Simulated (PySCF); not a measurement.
Geometry:
```json
{"atom": "C1", "x (Å)": "-2.744", "y (Å)": "0.656", "z (Å)": "0.490"}
{"atom": "C2", "x (Å)": "-1.629", "y (Å)": "-0.025", "z (Å)": "0.561"}
{"atom": "C3", "x (Å)": "-0.852", "y (Å)": "-1.190", "z (Å)": "0.122"}
{"atom": "O4", "x (Å)": "-0.332", "y (Å)": "-1.247", "z (Å)": "-1.177"}
{"atom": "C5", "x (Å)": "-0.255", "y (Å)": "-0.145", "z (Å)": "1.045"}
{"atom": "Si6", "x (Å)": "1.068", "y (Å)": "0.979", "z (Å)": "0.282"}
{"atom": "C7", "x (Å)": "2.658", "y (Å)": "-0.028", "z (Å)": "0.058"}
{"atom": "H8", "x (Å)": "-2.877", "y (Å)": "1.578", "z (Å)": "1.033"}
{"atom": "H9", "x (Å)": "-3.582", "y (Å)": "0.319", "z (Å)": "-0.100"}
{"atom": "H10", "x (Å)": "-1.111", "y (Å)": "-2.171", "z (Å)": "0.521"}
{"atom": "H11", "x (Å)": "-1.053", "y (Å)": "-1.201", "z (Å)": "-1.815"}
{"atom": "H12", "x (Å)": "-0.117", "y (Å)": "-0.424", "z (Å)": "2.083"}
{"atom": "H13", "x (Å)": "0.593", "y (Å)": "1.531", "z (Å)": "-0.990"}
{"atom": "H14", "x (Å)": "1.271", "y (Å)": "2.086", "z (Å)": "1.233"}
{"atom": "H15", "x (Å)": "2.487", "y (Å)": "-0.867", "z (Å)": "-0.609"}
{"atom": "H16", "x (Å)": "3.450", "y (Å)": "0.582", "z (Å)": "-0.366"}
{"atom": "H17", "x (Å)": "3.016", "y (Å)": "-0.423", "z (Å)": "1.005"}
```

Averaged over atoms made equivalent by symmetry, fast rotation or ring inversion, non-relativistic, one conformer, isolated molecule. Geometry from GFN2-xTB; σ from GIAO-PBE0/pcSseg-1; PySCF 2.14.

References, each an isolated molecule treated in the same way: $^{13}$C against TMS.

Question: Do the $^{13}$C shifts follow the atomic charges (in e)? Tabulate both.

Answer: 
| atoms | hybridisation | δ (ppm) | σ para (ppm) | Hirshfeld | IAO | Mulliken | ESP-fitted |
| --- | --- | --- | --- | --- | --- | --- | --- |
| C2 | sp2 | 148.5 | -229 | -0.02 | -0.00 | -0.21 | +0.00 |
| C1 | sp2 | 107.2 | -176 | -0.11 | -0.34 | -0.12 | -0.51 |
| C3 | sp3 | 52.6 | -109 | +0.02 | +0.06 | +0.11 | +0.17 |
| C5 | sp3 | 17.2 | -84 | -0.14 | -0.44 | -0.46 | -0.23 |
| C7 | sp3 | -5.2 | -61 | -0.21 | -0.72 | -0.63 | -0.64 |

Correlation coefficients of δ with charge over these carbons: Hirshfeld +0.62, IAO +0.67, Mulliken +0.56, ESP-fitted +0.37; with the paramagnetic shielding -1.00. With so few points, grouped by hybridisation, these coefficients are fragile. Charge is one influence among several: hybridisation and low-lying excitations act through the paramagnetic term.

Shifts are as computed. Against solution values, carbons near 30 ppm lie about +3 ppm off and those near 130 ppm about +5 ppm. Of 1309 compounds with measured shifts, 239 miss one by over three times the rms of a fit or turn the order of signals round; such compounds aren't used in these exercises.
